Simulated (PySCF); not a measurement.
SMILES C1C2[C]=CC1C=C2, doublet (PBE0/def2-SVP optimised geometry):

```
14

C      1.217     0.363     1.224
C      0.286     1.307     1.260
C     -0.572     1.026     0.000
C      0.308     1.289    -1.231
C      1.277     0.369    -1.229
C      1.051    -0.523     0.000
C     -0.504    -0.523     0.000
H      0.150     2.144     1.945
H     -1.567     1.491    -0.007
H      0.172     2.117    -1.929
H      2.117     0.274    -1.919
H      1.567    -1.491     0.009
H     -0.938    -0.977     0.903
H     -0.928    -0.979    -0.908
```

Method: unrestricted PBE0/def2-TZVP (PySCF).

Task: What are the frontier orbital energies (α orbitals alone; a β orbital can be the lowest empty one) and the dipole moment?

Result: HOMO-2 -7.55 eV, HOMO-1 -7.12 eV, HOMO -6.65 eV, LUMO -0.44 eV, LUMO+1 1.02 eV; dipole moment 1.07 D.

On the same geometry unrestricted PBE/def2-TZVP (PySCF) gives HOMO-2 -6.36 eV, HOMO-1 -5.68 eV, HOMO -5.56 eV, LUMO -1.43 eV, LUMO+1 -0.06 eV; dipole moment 1.12 D.

Meta-Löwdin charges at PBE0/def2-TZVP: C1 -0.04, C2 -0.18, C3 -0.08, C4 -0.14, C5 -0.14, C6 -0.09, C7 -0.17, H8 0.14, H9 0.11, H10 0.13, H11 0.13, H12 0.12, H13 0.11, H14 0.11.
